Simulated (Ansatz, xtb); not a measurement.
# A geometry optimisation of BrGaH4Si with r2SCAN-D4/def2-SVP

The starting geometry of this gas-phase singlet has its atoms placed at random.

```xyz
7

Br   -0.9978    0.0463    0.0873
Ga    1.4224   -1.4676   -0.1289
Si    0.7278    0.9511   -1.4461
H     2.1089   -0.0653    0.5808
H     0.9780    1.7666    0.1243
H    -2.2580   -0.2492    0.2305
H    -1.0818    1.2672   -1.0197
```

Q: Guess where an optimisation with r2SCAN-D4/def2-SVP ends from this start.

A: It ends as a structure given below by its coordinates. Distances that change by over a tenth: Br1–H6 (1.30 → 1.43 Å). Contacts that open: Br1–Si3 (2.48 → 3.60 Å), Br1–H7 (1.65 → 3.56 Å), Ga2–H4 (1.72 → 3.43 Å). Contacts that close: Ga2–Si3 (2.84 → 2.60 Å), Si3–H4 (2.66 → 1.51 Å), Si3–H5 (1.79 → 1.50 Å), Si3–H7 (1.89 → 1.51 Å).

The energy falls by 6.77 eV over 46 steps:

| step | E − E(last) (eV) |
| --- | --- |
| 1 | 6.766 |
| 6 | 1.983 |
| 11 | 1.291 |
| 16 | 0.404 |
| 21 | 0.224 |
| 26 | 0.099 |
| 31 | 0.006 |
| 36 | 0.001 |
| 41 | 0.000 |
| 46 | 0.000 |

Final geometry (Å):

```yaml
atoms:
  - { symbol: Br, position_ang: [-1.5724, -1.4682, 0.5712] }
  - { symbol: Ga, position_ang: [1.1692, -1.6578, -0.7393] }
  - { symbol: Si, position_ang: [0.8661, 0.9171, -0.5714] }
  - { symbol: H, position_ang: [0.6246, 1.3222, 0.8647] }
  - { symbol: H, position_ang: [1.9398, 1.8401, -1.0768] }
  - { symbol: H, position_ang: [-1.7268, -0.0464, 0.6572] }
  - { symbol: H, position_ang: [-0.4010, 1.3421, -1.2773] }
```

From the same start GFN2-xTB ends elsewhere, in pieces: BrGaH3Si + H.

From so rough a start the end depends on the optimiser's path, so another program may land elsewhere. The end wasn't checked by frequencies. Run with Ansatz 0.2.0, 70 s on 2 threads of Intel(R) Xeon(R) 6975P-C (Granite Rapids), on a shared host.
